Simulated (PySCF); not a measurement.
PySCF input for C2H8OSn, SMILES C[CH2][SnH2][OH], PBE-D3(BJ)/def2-SVP. The structure is a stationary point at PBE-D3(BJ)/def2-SVP. The structure was generated by enumeration; whether it is a known compound was not checked. The def2 effective core potentials stand for the cores of Sn; spin–orbit coupling is left out. The values are those of a single conformer.

```python
import numpy as np
from pyscf import gto, scf, dft, df
from pyscf.hessian import thermo

mol = gto.M(
    atom='''
    Sn    0.45713173    0.35331176    0.13112316
    O     1.00398352   -1.56488789   -0.21430239
    C    -1.57536708    0.31196367   -0.62783099
    C    -2.35820636   -0.88237837   -0.07804891
    H     1.53021097    1.41484266   -0.73469414
    H     0.54951030    0.65864882    1.84353299
    H     1.87263158   -1.75257347    0.18771614
    H    -1.48689029    0.27097133   -1.73300889
    H    -2.05510231    1.28063526   -0.37684795
    H    -2.48549223   -0.81831913    1.02262265
    H    -3.37419205   -0.94088669   -0.52341259
    H    -1.83768988   -1.83731513   -0.29236739
    ''',
    basis='def2-SVP',
    ecp={'Sn': 'def2-svp'},
    charge=0,
    spin=0,
    max_memory=1600,
    verbose=3,
)
mf = dft.RKS(mol, xc='pbe').density_fit(auxbasis='def2-universal-jkfit')
mf.disp = 'd3bj'
mf.grids.level = 3
mf.conv_tol = 1e-11
mf.max_cycle = 100
mf.kernel()

# [left out here: the lines that compute and print the analytic Hessian (its translational invariance restored by hand, since the grid's response is missing), thermochemistry and intensities]
```

Log of the run:

```
[...]
       3   C                 0.00  0.01 -0.00    0.00 -0.01 -0.00   -0.00  0.01  0.01
       4   H                -0.54  0.37 -0.22    0.14  0.18  0.37   -0.01  0.37  0.42
       5   H                -0.45  0.26 -0.03    0.48  0.29 -0.07    0.06  0.53 -0.08
       6   H                -0.01 -0.19 -0.06   -0.00 -0.03 -0.01   -0.00 -0.03 -0.00
       7   H                -0.15  0.14 -0.06   -0.22  0.30 -0.10    0.17 -0.27  0.08
       8   H                 0.07 -0.02  0.16    0.13 -0.10  0.35   -0.08  0.11 -0.30
       9   H                 0.04  0.09 -0.00    0.05  0.21 -0.01   -0.04 -0.19  0.01
      10   H                -0.01 -0.05  0.04   -0.03  0.03  0.06    0.03 -0.05 -0.05
      11   H                 0.01 -0.00  0.07   -0.09 -0.09  0.15    0.10  0.10 -0.14
Mode                                12                  13                  14
Irrep
Freq [cm^-1]                      829.7349            928.9675            943.1887
Reduced mass [au]                   1.0881              1.1171              1.2158
Force const [Dyne/A]                0.4414              0.5680              0.6373
Char temp [K]                    1193.8038           1336.5774           1357.0385
Normal mode                   x     y     z       x     y     z       x     y     z
       0  Sn                -0.01  0.00 -0.00   -0.00  0.00  0.00   -0.00  0.00 -0.00
       1   O                 0.04  0.03  0.03   -0.01 -0.00 -0.01   -0.00 -0.00 -0.00
       2   C                -0.01  0.00  0.00    0.03 -0.03 -0.05    0.03  0.03  0.01
       3   C                -0.01  0.01  0.00   -0.04  0.03  0.05   -0.10 -0.05 -0.02
       4   H                 0.07 -0.06  0.01   -0.00 -0.03 -0.04    0.03 -0.02  0.03
       5   H                 0.08 -0.10  0.01    0.06 -0.04 -0.00   -0.04 -0.00  0.01
       6   H                -0.02 -0.88 -0.30    0.00  0.14  0.04    0.00  0.04  0.01
       7   H                -0.01 -0.04  0.00   -0.38 -0.13 -0.07    0.46  0.21  0.03
       8   H                 0.08  0.05 -0.02    0.53  0.20  0.07    0.29  0.16  0.01
       9   H                 0.00 -0.06  0.01   -0.10 -0.37  0.06    0.24  0.10  0.01
      10   H                 0.00 -0.04 -0.01    0.05 -0.20 -0.13   -0.21 -0.44  0.29
      11   H                 0.06  0.06 -0.04    0.23  0.23 -0.22    0.15  0.05  0.12
Mode                                15                  16                  17
Irrep
Freq [cm^-1]                     1027.9398           1162.9777           1201.1488
Reduced mass [au]                   3.0744              1.4467              1.2750
Force const [Dyne/A]                1.9140              1.1528              1.0838
Char temp [K]                    1478.9765           1673.2659           1728.1857
Normal mode                   x     y     z       x     y     z       x     y     z
       0  Sn                 0.00  0.00 -0.00    0.00  0.00 -0.00    0.00 -0.00 -0.00
       1   O                -0.00 -0.00 -0.00   -0.00  0.00 -0.00    0.00  0.00  0.00
       2   C                -0.08 -0.15  0.08   -0.14 -0.03 -0.03    0.02 -0.05 -0.06
       3   C                 0.03  0.13 -0.08    0.07 -0.02  0.04   -0.03  0.07  0.08
       4   H                 0.03 -0.02  0.02    0.00  0.01 -0.02    0.00  0.01  0.01
       5   H                -0.01 -0.00  0.01   -0.03  0.00  0.02   -0.02  0.01  0.00
       6   H                 0.00  0.04  0.01   -0.00  0.02  0.01   -0.00 -0.01  0.00
       7   H                 0.02 -0.11  0.09    0.48  0.09  0.02    0.37  0.37 -0.05
       8   H                 0.05 -0.10  0.10    0.44  0.20  0.14   -0.37 -0.30  0.15
       9   H                 0.24  0.19 -0.07   -0.17  0.01  0.01   -0.07 -0.30  0.10
      10   H                -0.02 -0.10  0.05    0.12  0.27 -0.12    0.08 -0.12 -0.16
      11   H                 0.23  0.23 -0.04   -0.13 -0.10 -0.08    0.10  0.20 -0.20
Mode                                18                  19                  20
Irrep
Freq [cm^-1]                     1343.9419           1389.0681           1421.5953
Reduced mass [au]                   1.2065              1.1101              1.0331
Force const [Dyne/A]                1.2839              1.2620              1.2301
Char temp [K]                    1933.6332           1998.5598           2045.3591
Normal mode                   x     y     z       x     y     z       x     y     z
       0  Sn                -0.00  0.00 -0.00    0.00 -0.00  0.00    0.00 -0.00 -0.00
       1   O                -0.00 -0.00 -0.00    0.00 -0.00 -0.00    0.00  0.00  0.00
       2   C                -0.01  0.01 -0.01   -0.01 -0.07  0.05    0.01 -0.01 -0.01
       3   C                 0.06  0.09 -0.04    0.03  0.02 -0.00    0.02 -0.02 -0.03
       4   H                 0.01 -0.00  0.00    0.00 -0.01  0.01    0.00  0.00  0.00
       5   H                 0.00 -0.01 -0.00    0.00  0.00 -0.01   -0.00 -0.00 -0.01
       6   H                -0.00 -0.01 -0.00    0.00 -0.00 -0.00    0.00  0.01 -0.00
       7   H                 0.06 -0.15  0.01   -0.19  0.63 -0.01    0.02  0.05 -0.02
       8   H                 0.01 -0.03  0.15    0.07  0.17 -0.63   -0.04 -0.05  0.01
       9   H                -0.26 -0.41 -0.04   -0.08 -0.09 -0.00   -0.54 -0.07 -0.07
      10   H                -0.07 -0.42  0.28    0.02 -0.06  0.04   -0.25  0.31  0.53
      11   H                -0.41 -0.24  0.22   -0.12 -0.07  0.03    0.41  0.19  0.03
Mode                                21                  22                  23
Irrep
Freq [cm^-1]                     1427.8114           1802.6980           1815.4847
Reduced mass [au]                   1.0420              1.0133              1.0184
Force const [Dyne/A]                1.2516              1.9402              1.9777
Char temp [K]                    2054.3028           2593.6811           2612.0783
Normal mode                   x     y     z       x     y     z       x     y     z
       0  Sn                 0.00 -0.00  0.00    0.00  0.00  0.00   -0.00 -0.00  0.01
       1   O                 0.00  0.00 -0.00    0.00  0.00  0.00   -0.00 -0.00  0.00
       2   C                -0.02 -0.00 -0.01   -0.00 -0.00 -0.00    0.00 -0.00  0.00
       3   C                -0.03  0.01 -0.04    0.00 -0.00  0.00   -0.00  0.00 -0.00
       4   H                -0.00  0.00 -0.00   -0.33 -0.32  0.29    0.52  0.50 -0.41
       5   H                -0.00  0.00  0.00   -0.03 -0.13 -0.82   -0.04 -0.10 -0.54
       6   H                 0.00  0.00 -0.00   -0.00 -0.00 -0.00   -0.00 -0.00  0.00
       7   H                 0.03  0.03 -0.01    0.02 -0.00  0.00    0.01 -0.00  0.01
       8   H                 0.02  0.02 -0.00    0.01  0.01  0.01   -0.00 -0.00 -0.00
       9   H                 0.32 -0.50  0.05    0.00  0.00  0.00    0.01  0.00  0.00
      10   H                 0.01  0.37 -0.13    0.00  0.01 -0.01   -0.00 -0.00 -0.00
      11   H                 0.20 -0.02  0.64   -0.00 -0.00 -0.00    0.00  0.00  0.00
Mode                                24                  25                  26
Irrep
Freq [cm^-1]                     2961.0471           2993.4035           3038.4763
Reduced mass [au]                   1.0377              1.0600              1.1025
Force const [Dyne/A]                5.3606              5.5960              5.9971
Char temp [K]                    4260.2876           4306.8411           4371.6909
Normal mode                   x     y     z       x     y     z       x     y     z
       0  Sn                 0.00 -0.00  0.00   -0.00 -0.00 -0.00   -0.00 -0.00 -0.00
       1   O                -0.00  0.00 -0.00   -0.00  0.00 -0.00   -0.00  0.00 -0.00
       2   C                 0.00 -0.00 -0.00    0.02 -0.05  0.04    0.01 -0.02 -0.02
       3   C                -0.04 -0.03  0.01   -0.01  0.00 -0.01    0.04  0.00  0.07
       4   H                -0.00  0.00 -0.00    0.00  0.00 -0.00   -0.00 -0.00 -0.00
       5   H                -0.00 -0.00 -0.00    0.00  0.00 -0.00   -0.00  0.00  0.00
       6   H                -0.00  0.00  0.00    0.00  0.00  0.00    0.00  0.00  0.00
       7   H                 0.00 -0.00 -0.01    0.06 -0.04 -0.65   -0.01  0.01  0.16
       8   H                -0.01  0.02  0.01   -0.30  0.61  0.18   -0.13  0.25  0.06
       9   H                 0.05 -0.04 -0.54   -0.01  0.01  0.07    0.08 -0.05 -0.66
      10   H                 0.61  0.02  0.28    0.06  0.00  0.03   -0.53 -0.02 -0.23
      11   H                -0.22  0.39  0.09    0.03 -0.05 -0.01   -0.02  0.05  0.03
Mode                                27                  28                  29
Irrep
Freq [cm^-1]                     3049.5617           3067.5320           3725.6683
Reduced mass [au]                   1.1034              1.1039              1.0670
Force const [Dyne/A]                6.0458              6.1199              8.7266
Char temp [K]                    4387.6403           4413.4956           5360.4071
Normal mode                   x     y     z       x     y     z       x     y     z
       0  Sn                 0.00 -0.00 -0.00   -0.00  0.00  0.00   -0.00 -0.00 -0.00
       1   O                -0.00  0.00  0.00   -0.00 -0.00 -0.00   -0.05  0.01 -0.02
       2   C                 0.02 -0.04 -0.06   -0.01  0.03  0.03    0.00  0.00  0.00
       3   C                -0.04  0.03 -0.01   -0.04  0.05  0.04    0.00 -0.00  0.00
       4   H                -0.00 -0.00  0.00    0.00  0.00 -0.00    0.00 -0.00  0.00
       5   H                 0.00  0.00  0.00   -0.00 -0.00 -0.00    0.00 -0.00 -0.00
       6   H                -0.00  0.00  0.00   -0.00 -0.00 -0.00    0.86 -0.20  0.39
       7   H                -0.04  0.02  0.59    0.03 -0.01 -0.33    0.00 -0.00  0.00
       8   H                -0.21  0.41  0.10    0.15 -0.30 -0.07    0.00 -0.00 -0.00
       9   H                -0.01  0.01  0.03    0.04 -0.02 -0.41   -0.00  0.00  0.00
      10   H                 0.29  0.02  0.13    0.12  0.01  0.07    0.00  0.00  0.00
      11   H                 0.22 -0.40 -0.10    0.33 -0.60 -0.13    0.00  0.00 -0.00
temperature 298.1500 [K]
pressure 101325.00 [Pa]
Rotational constants [GHz] 5.85000 2.67825 2.02518
Symmetry number 1
Zero-point energy (ZPE) 0.08833 [Eh]   231912.971 [J/mol]
                           tot       elec      trans        rot        vib
Entropy [J/mol/K]       366.342      0.000    172.561    111.790     81.992
Cv [J/mol/K]            109.112      0.000     12.472     12.472     84.168
Cp [J/mol/K]            117.426      0.000     20.786     12.472     84.168
Internal energy [J/mol]                      3718.434   3718.434 244773.662
Internal energy [Eh]   -370.11900  -370.21506
Enthalpy [J/mol]                             6197.391   3718.434 244773.662
Enthalpy [Eh]          -370.11806
Gibbs free energy [J/mol]                  -45251.533 -29611.616 220327.636
Gibbs free energy [Eh] -370.15966
mode   freq/cm-1   IR/(km/mol)
   1       44.41         2.529
   2      117.31         2.443
   3      138.59        81.485
   4      200.28         3.341
   5      246.05         2.280
   6      373.78        33.564
   7      490.31        16.902
   8      509.42         2.676
   9      574.07       100.170
  10      592.47       116.996
  11      668.41        57.009
  12      687.48        93.283
  13      829.73        48.552
  14      928.97         8.442
  15      943.19         6.845
  16     1027.94         9.540
  17     1162.98        11.922
  18     1201.15         2.699
  19     1343.94         2.090
  20     1389.07         1.618
  21     1421.60         7.724
  22     1427.81         3.603
  23     1802.70       161.711
  24     1815.48       238.342
  25     2961.05        34.566
  26     2993.40         9.548
  27     3038.48        14.574
  28     3049.56         4.502
  29     3067.53        13.183
  30     3725.67        37.993
max |gradient| / (hartree/bohr): 4.572204199730976e-05
APT charges: [ 1.3409 -0.7007 -0.1249  0.0157 -0.3337 -0.3259  0.2154 -0.0323 -0.0304
 -0.0069 -0.0394  0.022 ]
```

The calculation finished and met its thresholds.

Cost: very roughly 4 core-minutes.
